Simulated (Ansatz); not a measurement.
Z-matrix (Å, degrees):
```
Ga
C 1 2.279
Se 1 2.496 2 73.0
C 1 2.426 2 33.9 3 -29.7
H 1 1.559 2 109.3 3 -105.7
H 1 1.558 2 105.6 3 109.8
H 2 1.083 1 88.7 3 -89.5
H 2 1.084 1 124.1 3 147.3
O 4 1.325 1 127.3 2 -110.0
H 9 0.966 4 108.6 1 -83.9
```

Total charge 0; spin multiplicity 1. The bonds changed during the relaxation, so this is another structure than the one it started from.

**Question.** List the PBE/def2-TZVPP orbital energies in eV (Ansatz). (An estimate is asked.)

**Answer.** Computed: Occupied: -12302.08, -10093.50, -1562.06, -1402.86, -1402.81, -1402.76, -1233.41, -1093.10, -1093.06, -1093.01, -512.26, -272.45, -269.48, -205.05, -150.42, -150.26, -150.12, -143.18, -97.71, -97.65, -97.49, -53.50, -53.47, -53.37, -53.24, -53.23, -28.00, -20.41, -19.80, -19.71, -19.66, -19.58, -19.46, -17.26, -15.67, -12.53, -11.93, -11.49, -10.99, -9.89, -8.63, -7.47, -7.26, -6.46, -5.76. Lowest empty: -2.04, -1.18, -0.61, 0.17, 0.29, 0.81, 1.58, 1.84.
